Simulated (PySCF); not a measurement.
Choosing a molecule for a target property.

Species are written as SMILES; each is one conformer at its optimised geometry, gas phase, non-relativistic unless stated; the electronic structure was computed with PySCF and density fitting.

Dipoles, sizes and rotational constants follow the conformer. The torsions of the flexible species, by atom-mapped SMILES:
- `[CH3:1][CH2:2][CH2:3][CH2:4][P@H:5](=[S:6])[CH2:7][CH3:8]`: C1–C2–C3–C4 -178°, C2–C3–C4–P5 -62°, C3–C4–P5–S6 -44°, C4–P5–C7–C8 -173°
- `[CH3:1][C:2]1=[CH:3][P@H+:4]([CH2:5][OH:6])[CH:7]=[C:8]1[SiH3:9]`: C3–P4–C5–O6 68°, H–O6–C5–P4 -179°
- `[CH3:1]/[CH:2]=[CH:3]\[CH2:4][CH2:5][OH:6]`: C2–C3–C4–C5 -97°, C3–C4–C5–O6 67°, H–O6–C5–C4 -52°
- `[O:1]=[CH:2][C:3]1=[CH:4][O:5][CH:6]=[CH:7][CH2:8]1`: O1–C2–C3–C4 180°

The conformers of `ClC[C@H]1CCCCCO1` aren't listed.

(1) Wanted: HOMO energy between -7.26 eV and -6.7 eV (PBE0/pcSseg-1) and HOMO–LUMO gap above 6 eV (PBE0/pcSseg-1), at GFN2-xTB geometries. Which candidate meets both?
A. `ClC[C@H]1CCCCCO1`
B. `C/C=C\CCO`
C. `CCCC[P@H](=S)CC`
D. `C1(CC=COC=1)C=O`
E. `CC1=C[P@H+](CO)C=C1[SiH3]`

Answers

(1) B. Computed values:
```
                  species  HOMO energy  HOMO–LUMO gap
CC1=C[P@H+](CO)C=C1[SiH3]    -11.57 eV        4.92 eV
         ClC[C@H]1CCCCCO1     -7.33 eV        8.41 eV
                C/C=C\CCO     -7.19 eV        7.56 eV
          C1(CC=COC=1)C=O     -6.78 eV        5.19 eV
          CCCC[P@H](=S)CC     -6.52 eV        7.21 eV
```
